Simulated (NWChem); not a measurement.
Molecule: CdNH₂Br; SMILES [Cd]([Br])[NH2]

```xyz
5

Cd    -0.0071    -0.7125    -0.0133
Br     0.0036     1.6998     0.0119
N      0.0261    -2.7177     0.1242
H      0.8309    -3.1218    -0.3548
H     -0.7973    -3.1496    -0.2951
```
Atoms are numbered in this order, from 1.

Program: NWChem. Coordinates come from a PBE0/def2-SVP optimisation. def2 effective core potentials on Cd; no spin-orbit coupling. B3LYP is NWChem's, with the RPA form of VWN correlation. Ions are spin-unrestricted doublets at the neutral geometry; other ion states weren't tried.

```
level                vertical ionisation energy, ΔSCF (eV)  −ε(HOMO) (eV)  ΔSCF minus −ε(HOMO) (eV)
-------------------  -------------------------------------  -------------  ------------------------
B3LYP/def2-SVPD                                        [?]            [?]                       [?]
PBE/def2-SVPD                                         9.18           6.08                      3.10
BHandHLYP/def2-SVPD                                   9.29           8.59                      0.70
```

### Question
Complete the blanks.

### Answer

- B3LYP/def2-SVPD, vertical ionisation energy, ΔSCF (eV): 9.42
- B3LYP/def2-SVPD, −ε(HOMO) (eV): 7.16
- B3LYP/def2-SVPD, ΔSCF minus −ε(HOMO) (eV): 2.26
